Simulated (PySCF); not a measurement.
## Mayer bond orders and bond lengths

C3H9FO3Si2.
SMILES with atom numbers: `[CH3:1][O:2][CH2:3][C@@H:4]1[O:5][Si@H:6]([F:7])[O:8][SiH2:9]1` (hydrogens: H10, H11, H12 on C1; H13, H14 on C3; H15 on C4; H16 on Si6; H17, H18 on Si9)

Structure used (GFN2-xTB), in Å, numbered top down from 1:
```
atom  x, y, z in Å
C1     2.9627    0.2368   -0.0907
O2     1.7125    0.0171    0.5144
C3     0.8232   -0.7193   -0.2924
C4    -0.5185   -0.6875    0.4246
O5    -1.5494   -1.1543   -0.4350
Si6   -2.8575   -0.2213   -0.5970
F7    -3.0465    0.1556   -2.1380
O8    -2.4427    1.1201    0.2295
Si9   -0.9661    1.1175    0.9434
H10    3.5555    0.8072    0.6212
H11    2.8594    0.8061   -1.0221
H12    3.4676   -0.7106   -0.3121
H13    1.1913   -1.7451   -0.4436
H14    0.7134   -0.2485   -1.2806
H15   -0.4762   -1.3687    1.2810
H16   -4.0748   -0.7757   -0.0721
H17   -1.1736    1.2275    2.3789
H18   -0.1890    2.1492    0.2791
```

Bond orders from the PBE0/pcSseg-1 density (PySCF). Geometry: GFN2-xTB, one conformer, isolated molecule.

Q: How far do the computed orders between heavy atoms stray from the drawn ones?

A: The largest departure is 0.153, at C4–O5 (drawn single, 0.847). Drawn single, order below 0.88: C4–O5 (0.847) and Si9–C4 (0.852).

Q: Set the Mayer orders of the bonds between heavy atoms beside their lengths.

A: 
```csv
bond,drawn as,length (Å),Mayer order
C1–O2,single,1.406,0.919
O2–C3,single,1.409,0.906
C3–C4,single,1.522,1.008
C4–O5,single,1.421,0.847
O5–Si6,single,1.615,1.017
Si6–F7,single,1.598,0.980
Si6–O8,single,1.629,0.979
O8–Si9,single,1.640,0.917
Si9–C4,single,1.931,0.852
```

By pair of heavy elements: C–O: lowest C4–O5 (0.847, 1.421 Å), highest C1–O2 (0.919, 1.406 Å). O–Si: lowest O8–Si9 (0.917, 1.640 Å), highest O5–Si6 (1.017, 1.615 Å).

Q: And the bonds to hydrogen?

A: C–H: 0.93 to 0.97 (6 bonds); H–Si: 0.92 to 0.93 (3 bonds).

Q: Sum the orders of all bonds at each heavy atom with more than one neighbour and set the sums beside the valence in the SMILES.

A: C1 3.813 (drawn 4), O2 1.825 (drawn 2), C3 3.786 (drawn 4), C4 3.636 (drawn 4), O5 1.864 (drawn 2), Si6 3.893 (drawn 4), O8 1.896 (drawn 2), Si9 3.621 (drawn 4). Orders between atoms that aren't bonded are not in these sums.

The Mayer order sums products of elements of PS (density times overlap matrix) between the two atoms' basis functions, so it depends on the basis set.

These values come from a run that also computed NMR shieldings. Hardware: one thread of an Arm Neoverse N1, no GPU, shared host with 64 logical CPUs at a one-minute load of 61. Cost: 79 s of wall time, 0.87 GiB resident at most.
